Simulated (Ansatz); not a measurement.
Compare A (`C[O][GeH]([F])[S]C`) with its isomer B (`C[O][Ge]([CH3])([F])[SH]`).

Computed with Ansatz on PBE0-D4/def2-TZVP structures; ΔE is electronic, products minus reactants. CCSD(T)/CBS is the MP2 limit (def2-TZVPP, def2-QZVPP) plus CCSD(T) − MP2 in def2-TZVPP, frozen cores. Functionals use def2-TZVPP. B3LYP here is the variant with VWN-RPA as its local correlation; programs differ in this. For Ge outer-core shells are correlated without core-valence functions, which leaves a few kJ/mol of doubt a bond. Scalar relativity is left out up to krypton. One conformer a species, not always the lowest.

A:

Z-matrix (Å, degrees):
```
C
O 1 1.416
H 1 1.091 2 107.4
H 1 1.094 2 111.2 3 118.9
H 1 1.095 2 112.1 3 -119.2
Ge 2 1.752 1 120.9 3 171.2
S 6 2.196 2 110.0 1 -55.2
F 6 1.744 2 108.8 1 60.4
H 6 1.529 2 107.5 1 175.1
C 7 1.819 6 98.9 2 160.9
H 10 1.090 7 111.4 6 67.6
H 10 1.090 7 106.0 6 -174.2
H 10 1.088 7 110.8 6 -55.7
```

B:

Z-matrix (Å, degrees):
```
C
O 1 1.413
H 1 1.092 2 107.7
H 1 1.095 2 111.4 3 -119.0
H 1 1.096 2 111.8 3 119.1
Ge 2 1.757 1 121.1 3 -170.2
F 6 1.744 2 106.7 1 -63.5
C 6 1.922 2 107.6 1 178.1
S 6 2.216 2 111.9 1 49.3
H 8 1.090 6 109.7 2 -69.6
H 8 1.090 6 108.9 2 50.0
H 8 1.089 6 109.6 2 170.2
H 9 1.344 6 91.5 2 -104.5
```

**Question.** Which isomer does CCSD(T)/CBS put lower? Give the gap. (Best estimate.)

**Answer.** Computed: B, by 15.4 kcal/mol.

**Question.** Give E(B) − E(A) in kcal/mol with r2SCAN-D4, B2PLYP, ωB97M-V, CCSD/def2-TZVPP, B3LYP-D4, PBE-D4, PBE0-D4. (Best estimate.)

**Answer.** Computed: r2SCAN-D4 -15.0, B2PLYP -14.9, ωB97M-V -15.1, CCSD/def2-TZVPP -16.0, B3LYP-D4 -14.3, PBE-D4 -14.0, PBE0-D4 -14.6. None reverses the order clearly.

Largest T1 diagnostic: 0.012.

In def2-TZVPP, CCSD(T) changes the Hartree–Fock value by −1.6 kcal/mol (the triples alone add +0.1 kcal/mol) and MP2 by −1.9 kcal/mol.
